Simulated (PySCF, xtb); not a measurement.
H₂OSn, SMILES [OH][SnH] (connectivity only; charge and spin as stated), neutral, multiplicity 1.

Harmonic wavenumbers (cm⁻¹) from GFN2-xTB (xtb) at its own minimum, in rising order: 354, 370, 453, 601, 1164, 3654.

Q: What does B3LYP-D3(BJ)/def2-TZVP run with PySCF give at its own minimum? (Estimate from the structure and the level; the computed values follow.)

A: 525, 569, 584, 805, 1631, 3825. Paired by order, the mean absolute difference is 224 cm⁻¹ and the zero-point energies are 9.4 and 11.3 kcal/mol.
